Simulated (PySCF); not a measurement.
# Diatomic cations of Mg with the fourth-period p block

PBE0 with double-zeta basis sets in PySCF, for the lowest determinant that a PBE0 search found; no spin–orbit coupling. De refers to high-spin ground-configuration atoms (the charge goes to the atom of lower measured ionisation energy or higher electron affinity, which is not always the lowest computed limit). A positive dipole points towards Mg; it is taken about the centre of mass and depends on that origin.

```csv
M,basis,charged atom,state (unpaired electrons),Re (Å),ωe (cm⁻¹),De (eV),μ (D)
Ga,def2-SVP,Ga+,singlet (closed shell),3.125,154,1.04,3.95
Ge,def2-SVPD,Mg+,doublet (π ↑),2.772,221,1.87,6.71
As,aug-cc-pVDZ/aug-cc-pVDZ-PP,Mg+,triplet (π ↑↑),2.558,285,1.51,8.46
Br,x2c-SVPall,Mg+,singlet (closed shell),2.282,430,2.65,11.89
```

The shortest bond is that of MgBr⁺ (2.282 Å), the longest that of MgGa⁺ (3.125 Å). MgBr⁺ is bound most strongly (2.65 eV) and MgGa⁺ least (1.04 eV).

The rows differ in basis set, which adds steps of its own.

The state changes along the series, so neighbouring rows are not always alike in their bonding.

Closed-shell solutions of metal pairs were not tested for spin polarisation, which can lower them a little. For an ion De counts to the pair picked by the measured ionisation energies or electron affinities, which need not be the lowest pair at this level. States were picked by a PBE0 search and need not be the measured ground states.
